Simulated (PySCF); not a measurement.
## A survey of ¹⁵N NMR shifts

- GIAO PBE0/pcSseg-1 shieldings
- structure optimised with GFN2-xTB
- program: PySCF
- averaged over atoms made equivalent by symmetry, fast rotation or ring inversion, isolated molecule, relativity neglected, one computed conformer

Shieldings were converted by a linear fit to measured shifts: ¹⁵N (scatter 6.3 ppm rms vs CH3NO2, solution or neat liquid). Occasional misses reach two or three times the rms, and more in compound classes unlike the fitted ones.

(1) Give the ¹⁵N shifts of `CC[C@H]1C[Si@H](N)C1`, `CC/C(C)=N\N[SiH3]`, `C#C[Si@@](C)(N)OC=C`, `C[C@]1(CCF)CN[SiH2]N1`.

(2) Match the shifts -27.0, -220.8, -328.7, -375.1 ppm to `CC[C@H]1C[Si@H](N)C1`, `CC(C)(C)NCC(F)(F)F`, `CC(=S)NC(C)(C)C`, `C=C([SiH3])/C=N\C(C)=O`.

Results:

(1) 
```
                                                       compound                                            environment  δ (ppm)
                                           CC[C@H]1C[Si@H](N)C1                             nitrogen bonded to Si, 2 H   -375.1
             [CH3:1][CH2:2]/[C:3]([CH3:4])=[N:5]\[NH:6][SiH3:7]                                     N5: imine nitrogen    -65.5
             [CH3:1][CH2:2]/[C:3]([CH3:4])=[N:5]\[NH:6][SiH3:7]                          N6: nitrogen bonded to O or N   -297.6
                                            C#C[Si@@](C)(N)OC=C                             nitrogen bonded to Si, 2 H   -370.4
[CH3:1][C@:2]1([CH2:3][CH2:4][F:5])[CH2:6][NH:7][SiH2:8][NH:9]1  N9: nitrogen bonded to C, Si, H, in a 5-membered ring   -354.4
[CH3:1][C@:2]1([CH2:3][CH2:4][F:5])[CH2:6][NH:7][SiH2:8][NH:9]1  N7: nitrogen bonded to C, Si, H, in a 5-membered ring   -376.6
```

(2) -27.0: C=C([SiH3])/C=N\C(C)=O (imine nitrogen); -220.8: CC(=S)NC(C)(C)C (thioamide-type nitrogen); -328.7: CC(C)(C)NCC(F)(F)F (amine nitrogen); -375.1: CC[C@H]1C[Si@H](N)C1 (nitrogen bonded to Si, 2 H).
